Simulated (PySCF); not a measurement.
NMR data sheet: C7H9NSi

```
Formula                               : C7H9NSi
SMILES                                : c1cc([SiH]2CC2)ccn1
Point group of the computed structure : C1
Degrees of unsaturation               : 5
Carbon signals                        : 4
Proton signals                        : 5
```

Structure with atom numbers: `[cH:1]1[cH:2][c:3]([SiH:4]2[CH2:5][CH2:6]2)[cH:7][cH:8][n:9]1`; H(Xn) means a hydrogen on atom n. Ha(C5), Ha(C6) are cis to C3 on the ring; Hb(C5), Hb(C6) are trans to C3 on the ring.

Calculated, not measured (PySCF): σ from GIAO-PBE/pcSseg-1, structure optimised with PBE0-D3(BJ)/def2-SVP. Non-relativistic, a single conformation, no solvent model, averaged over atoms made equivalent by symmetry, fast rotation or ring inversion.

Referencing at the same level of theory: TMS for 1H and 13C and 29Si; 15N vs NH3.

```tsv
carbon	δC, type	δH (multiplicity)	HMBC from (2–3 bonds)	span of the C tensor (ppm)
C1/C8	152.0, CH	8.57 (d)	H(C1)/H(C8), H(C2)/H(C7)	215
C2/C7	131.2, CH	7.06 (d)	H(C1)/H(C8), H(C2)/H(C7), H(Si4)	236
C3	145.6, C	–	H(C1)/H(C8), H(C2)/H(C7), H(Si4), Hb(C5)/Hb(C6), Ha(C5)/Ha(C6)	234
C5/C6	0.6, CH2	Hb(C5) 0.95 (m); Ha(C5) 0.92 (m)	H(Si4), Hb(C5)/Hb(C6), Ha(C5)/Ha(C6)	43
```

Other nuclei:
```
 atoms  nucleus                                                environment  δ (ppm)  σ (ppm)
H(Si4)       1H  hydrogen on a silicon bonded to 3 C, in a 3-membered ring     3.51    27.69
   Si4     29Si             silicon bonded to 3 C, H, in a 3-membered ring   -117.5    452.1
    N9      15N                                pyridine-type ring nitrogen    359.2    -94.1
```

Carbon types of the structure: 1 × C, 4 × CH, 2 × CH2, leaving 1 H on heteroatoms. δC 152.0: aromatic CH next to a ring nitrogen; the adjacent pyridine-type nitrogen withdraws density from it. δC 145.6: substituted aromatic carbon. δC 131.2: aromatic CH; the aromatic region. δH 8.57: hydrogen on an aromatic CH next to a ring nitrogen; ring current plus the neighbouring ring nitrogen. δH 7.06: hydrogen on an aromatic CH; aromatic region.

Shifts are as computed. Against solution values, carbons near 30 ppm lie about +2 ppm off and those near 130 ppm about +2 ppm. Of 1309 compounds with measured shifts, 239 miss one by over three times the rms of a fit or turn the order of signals round; such compounds aren't used in these exercises. Experimental scales use liquid or dissolved standards, which lie at an offset from isolated NH3 (liquid NH3: subtract about 20 ppm). Unscaled 15N shifts of sp2 nitrogen come out 20 to 40 ppm too high even then. Multiplicities follow the n + 1 count of equivalent neighbours, as no J values were calculated; m marks all less simple cases, F and P coupling included.
